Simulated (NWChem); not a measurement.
# C3H3BO3; SMILES C1(=O)OB(O)C=C1

```xyz
10

O     -0.6804     2.2590     0.0000
C     -0.1905     1.1632     0.0000
C      1.2574     0.7805     0.0000
C      1.3896    -0.5561     0.0000
B     -0.0830    -1.0924     0.0000
O     -0.5134    -2.3709     0.0000
O     -0.9562    -0.0010     0.0000
H      2.0214     1.5509     0.0000
H      2.3369    -1.0840     0.0000
H     -1.4822    -2.4273     0.0000
```
Atoms are numbered in this order, from 1.

All runs: NWChem. Medium grid unless said otherwise, to which SCAN and Minnesota functionals are sensitive. The geometry was optimised at B3LYP/6-31G* (spherical d). Hybrids' shares of exact exchange are those that their runs print; pure functionals count as 0. The functionals differ in more than this share.

| row | share of exact exchange | highest occupied level (eV) |
|---|---|---|
| PBE/def2-TZVP | 0.00 | -6.76 |
| BLYP/def2-TZVP | 0.00 | -6.67 |
| B3LYP/def2-TZVP | 0.20 | -8.18 |
| PW6B95/def2-TZVP | 0.28 | -8.61 |
| M06-2X/def2-TZVP | 0.54 | withheld |

Task: Fit a straight line of the last column on the one before it, predict the withheld value, and compare with the run.

Result: 
1. Means of the 4 shown rows: x = 0.120, y = -7.555. Slope Σ(x − x̄)(y − ȳ)/Σ(x − x̄)² = -0.4204/0.06080 = -6.914; intercept -6.725.
2. The shown rows scatter about the line by 0.055 (root mean square); the largest residual is -0.07, at B3LYP/def2-TZVP.
3. At x = 0.54 (M06-2X/def2-TZVP; beyond the shown range) the line gives -10.46.
4. The run gives -10.12, +0.34 from the line, 6.2 times the scatter.
